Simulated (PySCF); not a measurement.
Ionisation energy of Fe⁺ by level of theory

Fe⁺ [Ar] 3d6 4s1 (6D) → Fe²⁺ [Ar] 3d6 (5D), as a difference of total energies. Calculation: PySCF 2.14, in ANO-RCC-VTZP (6s5p3d2f1g, 59 functions); scalar relativity by spin-free X2C-1e. Correlated levels: valence: [Ar] frozen. The calculations carry no spin-orbit coupling.

| method | ionisation energy (eV) |
| --- | --- |
| UHF | 15.339 |
| MP2 (valence) | 15.828 |
| SCS-MP2 (valence) | 15.628 |
| CCSD (valence) | 15.853 |
| CCSD(T) (valence) | 15.882 |

Question: How much does correlation contribute at CCSD(T) (valence)?

Answer: 15.882 − (15.339) = 0.543 eV, measured against UHF.

Errors of the correlated levels include the incompleteness of this basis and the frozen core.

For comparison: 16.199 eV (measured; NIST Atomic Spectra Database, ionization energies).
